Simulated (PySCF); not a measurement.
Predicted microwave data (PBE0/pcSseg-1 in PySCF (dipole) on a GFN2-xTB geometry, gas phase) for one isomer of C5H8O4:

| Quantity | Value |
| --- | --- |
| Rotational constants | A = 3950, B = 928.0, C = 893.8 MHz |
| Dipole components | \|μa\| = 0.79 D, \|μb\| = 1.55 D, \|μc\| = 0.01 D |
| Inertial defect | -107.09 u·Å² |
| κ | -0.98 |

Question: Which candidate fits, each taken in the one conformer that was computed?
A. `[CH3:1][C:2](=[O:3])[O:4][CH:5]1[O:6][CH2:7][CH2:8][O:9]1` with C1–C2–O4–C5 179°, C2–O4–C5–O6 -119°, O4–C5–O6–C7 -85°, C5–O6–C7–C8 -20°, O6–C7–C8–O9 1°, C7–C8–O9–C5 19°
B. `[CH3:1][O:2][C:3](=[O:4])[CH2:5][O:6][C:7]([CH3:8])=[O:9]` with C1–O2–C3–O4 2°, O2–C3–C5–O6 163°, C3–C5–O6–C7 -63°, C5–O6–C7–C8 174°
C. `[O:1]=[C:2]([OH:3])[CH:4]1[CH2:5][O:6][CH2:7][O:8][CH2:9]1` with O1–C2–O3–H 0°, O1–C2–C4–C5 -58°, C2–C4–C5–O6 173°, C4–C5–O6–C7 -58°, C5–O6–C7–O8 61°, O6–C7–O8–C9 -61°
D. `[CH3:1][O:2][C:3](=[O:4])[CH2:5][C:6](=[O:7])[O:8][CH3:9]` with C1–O2–C3–O4 -2°, O2–C3–C5–C6 -102°, C3–C5–C6–O7 77°, C5–C6–O8–C9 177° (dimethyl malonate)
E. `[CH3:1][O:2][C:3](=[O:4])[C@@H:5]([CH3:6])[O:7][CH:8]=[O:9]` with C1–O2–C3–O4 -3°, O2–C3–C5–C6 96°, C3–C5–O7–C8 54°, C5–O7–C8–O9 2°
F. `[O:1]=[C:2]([OH:3])[C@@H:4]1[CH2:5][CH2:6][O:7][CH2:8][O:9]1` with O1–C2–O3–H -1°, O1–C2–C4–C5 -31°, C2–C4–C5–C6 -77°, C4–C5–C6–O7 -53°, C5–C6–O7–C8 59°, C6–O7–C8–O9 -61°

Answer: B. It is COC(=O)COC(C)=O, a near-prolate asymmetric top, point group C1. The candidates at the same level (rigid rotor, commonest isotopes):

```json
{"SMILES": "COC(=O)[C@@H](C)OC=O", "A (MHz)": "2304", "B (MHz)": "1406", "C (MHz)": "1053", "μa (D)": "0.58", "μb (D)": "1.99", "μc (D)": "1.21", "Δ (u·Å²)": "-98.96", "point group": "C1", "rotor": "asymmetric top"}
{"SMILES": "COC(=O)CC(=O)OC", "A (MHz)": "3706", "B (MHz)": "877.5", "C (MHz)": "815.6", "μa (D)": "0.03", "μb (D)": "0.01", "μc (D)": "0.58", "Δ (u·Å²)": "-92.72", "point group": "–", "rotor": "near-prolate asymmetric top"}
{"SMILES": "O=C(O)[C@@H]1CCOCO1", "A (MHz)": "2745", "B (MHz)": "1470", "C (MHz)": "1198", "μa (D)": "0.90", "μb (D)": "0.11", "μc (D)": "0.35", "Δ (u·Å²)": "-105.84", "point group": "C1", "rotor": "asymmetric top"}
{"SMILES": "O=C(O)C1COCOC1", "A (MHz)": "3524", "B (MHz)": "1068", "C (MHz)": "981.3", "μa (D)": "1.30", "μb (D)": "0.00", "μc (D)": "0.34", "Δ (u·Å²)": "-101.55", "point group": "Cs", "rotor": "near-prolate asymmetric top"}
{"SMILES": "COC(=O)COC(C)=O", "A (MHz)": "3950", "B (MHz)": "928.0", "C (MHz)": "893.8", "μa (D)": "0.79", "μb (D)": "1.55", "μc (D)": "0.01", "Δ (u·Å²)": "-107.09", "point group": "C1", "rotor": "near-prolate asymmetric top"}
{"SMILES": "CC(=O)OC1OCCO1", "A (MHz)": "3792", "B (MHz)": "1000", "C (MHz)": "978.6", "μa (D)": "1.87", "μb (D)": "3.33", "μc (D)": "0.06", "Δ (u·Å²)": "-122.13", "point group": "–", "rotor": "–"}
```

`CC(=O)OC1OCCO1` has C 9 % too high; `O=C(O)[C@@H]1CCOCO1` has B 58 % too high; `COC(=O)[C@@H](C)OC=O` has B 51 % too high; `O=C(O)C1COCOC1` has B 15 % too high; `COC(=O)CC(=O)OC` has C 9 % too low. No structure here is proved a minimum.
